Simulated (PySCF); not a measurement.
1,1-dichlorobuta-1,3-diene (C4H4Cl2), SMILES C=CC=C(Cl)Cl. The structure is a stationary point at B3LYP-D3(BJ)/def2-SVP. One conformer was computed; it need not be the lowest.

Computed equilibrium geometry at B3LYP-D3(BJ)/def2-SVP (PySCF confirms it by a frequency run) as Cartesian coordinates in Å, and its point group (one conformer of several):
point group Cs.
```xyz
10

C     -0.4643    -3.2593     0.0000
C      0.1140    -2.0460     0.0000
C     -0.6355    -0.8033     0.0000
C     -0.1073     0.4358     0.0000
Cl     1.6005     0.7537     0.0000
Cl    -1.1006     1.8587     0.0000
H     -1.5525    -3.3748     0.0000
H      0.1343    -4.1729     0.0000
H      1.2046    -1.9632     0.0000
H     -1.7273    -0.8640     0.0000
```
